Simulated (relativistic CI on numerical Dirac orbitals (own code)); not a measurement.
**Spin-orbit doublets in the photoemission of argon**

Problem. Photoelectron lines from p, d and f shells are doublets, and peak fits need their splitting and area ratio. Find both for the 2p line of argon, from the calculated spin-orbit constant ζ(2p) = 1.435 eV of the closed-shell ion Ar with one hole. Is the doublet resolved if instrument, lifetime and solid give each line a width of 0.6 eV (assumed)?

Working.
1. One hole with l = 1 gives j = 3/2 and j = 1/2. For a hole the level of higher j has the lower binding energy.
2. The splitting is (l + ½)ζ = 1.5 × 1.435 = 2.153 eV.
3. The areas follow 2j + 1: 4 : 2, so the weaker line has 0.500 of the stronger one's area, if the radial matrix elements are equal.
4. Splitting over width is 3.59: two separate peaks.

Check. The difference of tabulated binding energies of the element (L2 less L3; Elam, Ravel and Sieber, Radiat. Phys. Chem. 63, 121 (2002), rounded to 0.1 eV or more) is 2.2 eV.

All doublets of Ar, calculated as differences of Dirac-Coulomb-Breit total energies with one hole (eV):

| Shell | Calculated | Without Breit and QED | Tabulated, element |
| --- | --- | --- | --- |
| 2p | 2.159 | 2.24 | 2.2 |
| 3p | 0.1799 | 0.1869 | 0.2 |

The Breit and QED terms lower the splittings by 3.6 to 3.7 %.
